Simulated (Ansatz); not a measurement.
Worked example: C4H10 + GeH2(CH3)I → C3H7I + GeH2(CH3)2

Species: C4H10 `CCCC`, singlet; GeH2(CH3)I, singlet; C3H7I (1-iodopropane) `CCCI`, singlet; GeH2(CH3)2, singlet. The partners trade CH3 for I: C–CH3 and Ge–I bonds give way to C–I and Ge–CH3.

Shapes, held fixed at every level: PBE0-D4/def2-TZVP. Flexible molecules stand in one conformer, not always the lowest. Programs: Ansatz 0.2.0. Electronic energies: no zero-point or thermal term.

At CCSD(T)/def2-TZVPP; 1 Eh = 2625.50 kJ/mol:

```
   species   energy (Eh)
     C4H10   -158.155948
GeH2(CH3)I  -2413.827914
     C3H7I   -415.458076
GeH2(CH3)2  -2156.490113
```

Q: Work out ΔE of the reaction at this level.

A: 
1. Products less reactants: (-415.458076) + (-2156.490113) − [(-158.155948) + (-2413.827914)] = 0.035673 Eh = +93.7 kJ/mol.

Other levels give +97.7 (CCSD/def2-TZVPP) to +121.5 kJ/mol (HF/def2-TZVPP). No measured value is set beside it here. For atoms past krypton def2 sets carry core potentials with scalar relativity. Relativity is left out for Ge. Outer-core shells of Ge, I are correlated, in sets that cover them unevenly. CCSD(T)/def2-TZVPP lies outside the range of all other levels here, so it shouldn't be taken on trust. The median of the other levels is +102.0 kJ/mol.
